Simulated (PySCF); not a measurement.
PySCF 2.14 output of an unrestricted LDA calculation on a single atom or ion in aug-cc-pV(Q+d)Z with one added diffuse shell each of s, p, d, f, g type (8s7p6d4f3g, 114 functions), with no relativity, point nucleus:

```
SCF conv_tol = 1e-09
number electrons alpha = 10  beta = 7
    P. A. M. Dirac.,  Math. Proc. Cambridge Philos. Soc. 26, 376 (1930)
    F. Bloch.,  Z. Phys. 57, 545 (1929)
    S. H. Vosko, L. Wilk, and M. Nusair.,  Can. J. Phys. 58, 1200 (1980)
cycle= 1 E= -458.331779007571  delta_E= -0.0148  |g|= 0.05  |ddm|= 1.75
cycle= 2 E= -458.332084840454  delta_E= -0.000306  |g|= 0.00985  |ddm|= 0.201
cycle= 3 E= -458.332101471083  delta_E= -1.66e-05  |g|= 0.00115  |ddm|= 0.0342
cycle= 4 E= -458.332102051776  delta_E= -5.81e-07  |g|= 0.000212  |ddm|= 0.00588
cycle= 5 E= -458.332102077266  delta_E= -2.55e-08  |g|= 1.21e-05  |ddm|= 0.00112
cycle= 6 E= -458.332102077627  delta_E= -3.61e-10  |g|= 2.12e-06  |ddm|= 7.2e-05
converged SCF energy = -458.332102077627  <S^2> = 3.7516507  2S+1 = 4.0008253
```

The run itself started from symmetry-adapted Hartree-Fock orbitals and held the occupation by maximum overlap, on a logarithmic radial grid, so the iterations belong to that start.

Q: Which element, charge and spin multiplicity is this?

A: Cl (chlorine, neutral), multiplicity 4; the state was [Ne] 3s2 3p4 4s1, high-spin 4P determinant (an excited configuration).

The outer electron is Rydberg-like, and this basis confines it to a smaller radius and binds it less than a complete one would.
